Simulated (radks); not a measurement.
Results of a calculation; reference values are marked as such.
All-electron atom: Ir in [Xe] 4f14 5d7 6s2 (the NIST ground configuration). Code: a radial shooting solver on a logarithmic mesh with Libxc functionals. Model: Dirac Kohn-Sham, exchange-only B88, spin-unpolarised, spherical densities, point nucleus; open shells fill j = l - 1/2 first.

Radial electron density D(r) = 4 pi r^2 rho(r):

```
   r/bohr * D(r) (the largest magnitude, 139, reaches the edge; | marks zero)
 0.002216 |           *
 0.003003 |                *
  0.00407 |                       *
 0.005515 |                               *
 0.007535 |                                      *
  0.01021 |                                          *
  0.01384 |                                          *
  0.01876 |                                       *
  0.02542 |                                      *
  0.03445 |                                             *
  0.04707 |                                                      *
  0.06379 |                                                     *
  0.08645 |                                            *
   0.1172 |                                              *
   0.1588 |                                                   *
   0.2169 |                                   *
    0.294 |                           *
   0.3984 |                                *
     0.54 |                      *
   0.7318 |          *
   0.9998 |      *
    1.355 |   *
    1.836 | *
    2.489 |*
    3.373 *
    4.608 *
    6.245 *
    8.464 *
```

D(r) has 4 maxima, at r = 0.0118, 0.0535, 0.149, 0.392 bohr, and minima at 0.0231, 0.0959, 0.278 bohr, inside which lie 2.02, 11.05, 30.05 electrons.
